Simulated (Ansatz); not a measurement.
disilane (H₆Si₂), singlet, geometry from GFN2-xTB. Base run: Ansatz (a quantum-chemistry and plane-wave program) with CCSD/def2-TZVP.

Input for Ansatz:
Ansatz 0.2 input:
```yaml
crystal:
  periodic: [false, false, false]
  atoms:
    - {symbol: Si, position_ang: [0.01521338, -0.00610543, 1.15250795]}
    - {symbol: Si, position_ang: [-0.01521338, 0.00610543, -1.15250795]}
    - {symbol: H, position_ang: [0.04345603, 1.34492936, 1.72063452]}
    - {symbol: H, position_ang: [-1.16031370, -0.66812016, 1.72586040]}
    - {symbol: H, position_ang: [1.18472289, -0.70404486, 1.69471504]}
    - {symbol: H, position_ang: [-0.01416071, -1.34506118, -1.72102192]}
    - {symbol: H, position_ang: [-1.19948647, 0.67873842, -1.69465422]}
    - {symbol: H, position_ang: [1.14578197, 0.69355841, -1.72553382]}
basis:
  gaussian:
    orbitals: def2-TZVP
magnetization: {spin_polarized: false}
correlation: {method: ccsd}
```

Variants of this job, named by their change:

| change | ΔE vs base (mEh) | MP2 correlation (Eh) | CC correlation without the perturbative part (Eh) | basis functions |
|---|---|---|---|---|
| base | 0.000 | -0.24525 | -0.29818 | 110 |
| method = bccd | 0.311 | -0.24525 | -0.29787 | 110 |
| method = rpa | -52.561 | - | - | 110 |
| lower_state_search = off | 0.000 | -0.24525 | -0.29818 | 110 |
| diis_vectors = 4 | 0.000 | -0.24525 | -0.29818 | 110 |
| fitting = cc-pVTZ-JKFIT (mean field), cc-pVTZ-RIFIT (correlation) | 0.130 | -0.24512 | -0.29823 | 110 |
| method = ccsd_t | -8.566 | -0.24525 | -0.29818 | 110 |
| diis_vectors = 2 | 0.000 | -0.24525 | -0.29818 | 110 |
| method = mp2 | 52.931 | -0.24525 | - | 110 |
| electrons = outside_noble_gas | 0.000 | -0.24525 | -0.29818 | 110 |
